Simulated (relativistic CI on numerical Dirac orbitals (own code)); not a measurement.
## Line list: Forbidden lines, Sm²⁷⁺

Computed by Dirac-Coulomb-Breit CI, KLI orbitals optimised for each configuration, QED by a radiative potential, unscaled Slater integrals (own radial code, finite nucleus).

Configurations in the expansion (outside the closed core [Ar] 3d10): 4s2 4p5, 4s 4p6, 4s2 4p4 4d, 4s 4p5 4d, 4s2 4p4 4f, 4s 4p5 4f, 4p6 4d, 4s 4p4 4d2, 4s2 4p3 4d 4f, 4p6 4f, 4s2 4p4 5s, 4p5 4d 4f, 4p6 5s, 4s2 4p4 5p, 4s 4p4 4f2, 4s 4p4 4d 5s, 4s 4p5 5s, 4s2 4p3 4f 5s, 4s2 4p4 5d, 4s 4p5 5p, 4s2 4p4 5f, 4s2 4p4 5g, 4s 4p5 5d, 4s2 4p4 6s, 4p5 4f 5s, 4s2 4p4 6p, 4s 4p5 5f, 4s2 4p3 4d2, 4s2 4p2 4d3, 4s 4p3 4d3, 4s2 4p2 4d2 4f, 4s 4p3 4d2 4f, 4s2 4p2 4d2 5s, 4p5 4d2, 4p4 4d3, 4p4 4d2 4f, 4p4 4d2 5s, 4p5 4d 5s, 4p4 4d 4f 5s, 4p4 4d 5s2, 4s2 4p3 5s2, 4s2 4p2 4d 5s2, 4s 4p3 4d 5s2, 4s2 4p2 4f 5s2, 4s 4p3 4f 5s2. Double excitations out of closed p, d and f shells are left out; levels of such configurations are missing from the list, as are those of other unlisted configurations, and high levels can miss mixing partners. These lack a partner that the ground configuration has and come out too high: 4s2 4p4 5p, 4s 4p5 5s, 4s2 4p4 5d, 4s 4p5 5p, 4s2 4p4 5f.

```csv
λ vac (nm),Lower,Upper,Type,A (s⁻¹),log gf
10.718,4s2 4p5 2P°_3/2 [1],4s2 4p4 4d 2F_7/2 [8],M2,2.44e+03,-7.47
11.161,4s2 4p5 2P°_3/2 [1],4s2 4p4 4d 4F_7/2 [7],M2,3.75e+02,-8.25
28.752,4s2 4p4 4d 2F_7/2 [8],4s2 4p4 4d 2F_7/2 [24],M1,5.15e+04,-5.29
29.358,4s2 4p4 4d 4F_9/2 [9],4s2 4p4 4d 2F_7/2 [24],M1,1.56e+05,-4.79
29.433,4s2 4p4 4d 4F_7/2 [7],4s2 4p4 4d 2G_9/2 [22],M1,6.39e+03,-6.08
31.124,4s2 4p4 4d 4D_5/2 [5],4s2 4p4 4d 4D_7/2 [19],M1,1.46e+04,-5.77
32.644,4s2 4p4 4d 4D_5/2 [5],4s2 4p4 4d 2G_7/2 [18],M1,2.24e+04,-5.54
33.034,4s2 4p4 4d 2F_7/2 [8],4s2 4p4 4d 2G_9/2 [22],M1,3.38e+04,-5.26
33.206,4s2 4p4 4d 4F_7/2 [7],4s2 4p4 4d 4D_7/2 [19],M1,3.01e+04,-5.40
33.590,4s2 4p3 4d2 2G°_9/2 [60],4s2 4p3 4d2 2I°_13/2 [126],E2,1.24e+03,-6.53
33.836,4s2 4p4 4d 4F_9/2 [9],4s2 4p4 4d 2G_9/2 [22],M1,1.68e+05,-4.54
34.633,4s2 4p3 4d2 4G°_11/2 [52],4s2 4p3 4d2 4H°_13/2 [110],E2,2.71e+03,-6.17
34.633,4s2 4p3 4d2 4G°_11/2 [52],4s2 4p3 4d2 4H°_13/2 [110],M1,5.32e+04,-4.87
34.942,4s2 4p4 4d 4F_7/2 [7],4s2 4p4 4d 2G_7/2 [18],M1,1.30e+05,-4.72
35.656,4s2 4p5 2P°_3/2 [1],4s2 4p5 2P°_1/2 [2],M1,3.92e+05,-4.83
37.531,4s2 4p3 4d2 2H°_11/2 [63],4s2 4p3 4d2 2I°_13/2 [126],E2,1.34e+03,-6.40
37.531,4s2 4p3 4d2 2H°_11/2 [63],4s2 4p3 4d2 2I°_13/2 [126],M1,4.50e+04,-4.88
37.778,4s2 4p4 4d 2D_5/2 [12],4s2 4p4 4d 2F_7/2 [24],M1,3.10e+04,-5.28
37.863,4s2 4p4 4d 2F_7/2 [8],4s2 4p4 4d 4D_7/2 [19],M1,8.33e+04,-4.84
38.920,4s2 4p4 4d 4F_9/2 [9],4s2 4p4 4d 4D_7/2 [19],M1,1.49e+05,-4.57
40.136,4s2 4p4 4d 2F_7/2 [8],4s2 4p4 4d 2G_7/2 [18],M1,3.01e+04,-5.23
42.616,4s2 4p4 4d 2F_5/2 [14],4s2 4p4 4d 2F_7/2 [24],M1,1.19e+04,-5.59
55.244,4s2 4p4 4d 2D_5/2 [12],4s2 4p4 4d 4D_7/2 [19],M1,2.14e+04,-5.11
65.120,4s2 4p4 4f 4G°_11/2 [82],4s2 4p3 4d2 2I°_13/2 [126],M1,3.10e+03,-5.56
66.240,4s2 4p4 4d 2F_5/2 [14],4s2 4p4 4d 4D_7/2 [19],M1,3.77e+04,-4.70
96.921,4s2 4p4 4d 2F_5/2 [17],4s2 4p4 4d 2F_7/2 [24],M1,6.26e+03,-5.15
100.19,4s2 4p3 4d2 4H°_11/2 [96],4s2 4p3 4d2 2I°_13/2 [126],M1,2.37e+03,-5.30
137.92,4s2 4p3 4d2 2H°_11/2 [104],4s2 4p3 4d2 2I°_13/2 [126],M1,1.99e+03,-5.10
174.88,4s2 4p4 4d 4D_5/2 [5],4s2 4p4 4d 2F_7/2 [8],M1,8.92e+02,-5.49
226.09,4s2 4p3 4d2 4H°_11/2 [96],4s2 4p3 4d2 4H°_13/2 [110],M1,1.46e+03,-4.81
226.21,4s2 4p4 4d 4F_7/2 [7],4s2 4p4 4d 4F_9/2 [9],M1,1.02e+03,-5.11
270.01,4s2 4p4 4d 4F_7/2 [7],4s2 4p4 4d 2F_7/2 [8],M1,3.34e+02,-5.53
496.36,4s2 4p4 4d 4D_5/2 [5],4s2 4p4 4d 4F_7/2 [7],M1,9.88e+01,-5.53
```

Terms are leading LS components. Brackets give the number of a level in order of energy, since labels repeat. The list gives strong lines, with weight on those to low levels, among the lowest 400 of 9441 levels, so that lines to higher ones, which can be the strongest, are missing. Levels whose partners in the same complex of configurations lie outside the list can be far off, and so can their lines. Rates are taken at the computed energies, electric ones in the length gauge.

At this charge energies of transitions that change n are usually good to better than 1 %, and those within a shell (Δn = 0) to a few per cent.

Task: From the table, what is the radiative lifetime of 4s2 4p4 4d 4D_7/2?

Result: The listed rates from this level add up to about 3.36e+05 s⁻¹, 99 % of its decay; with all channels τ = 2.94e-06 s.

LS names give the leading component of a level, which can be under half, so a name can repeat, a term be missing and a line seem to break the LS rules.
